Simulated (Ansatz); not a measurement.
Input for Ansatz (a first-principles code): U-CCSD(T)/def2-TZVPP on CdSn, 2S+1 = 3, a spin state set in the input, which need not be the lowest, a point of a bond scan (R = 2.815 Å). Elements past Kr take the def2 small-core potentials; no spin–orbit coupling.

Ansatz 0.2 input:
```yaml
crystal:
  periodic: [false, false, false]
  atoms:
    - {symbol: Cd, position_ang: [0.00000000, 0.00000000, 0.00000000]}
    - {symbol: Sn, position_ang: [0.00000000, 0.00000000, 2.81470900]}
basis:
  gaussian:
    orbitals: def2-TZVPP
magnetization: {spin_polarized: true, initial_magnetization: 2}
correlation: {method: ccsd_t, electrons: valence}
output: {orbitals: {seedname: ./end}}
```

Task: What total energy does the run end on?

Result: -381.2061 hartree (reference determinant -380.2286, T1 diagnostic 0.034). Its determinant has ⟨S²⟩ = 2.34, a mixture of spin states.

Task: How many basis functions does it have, and what does it roughly cost on one machine?

Result: 106 functions; roughly 5 core-minutes.
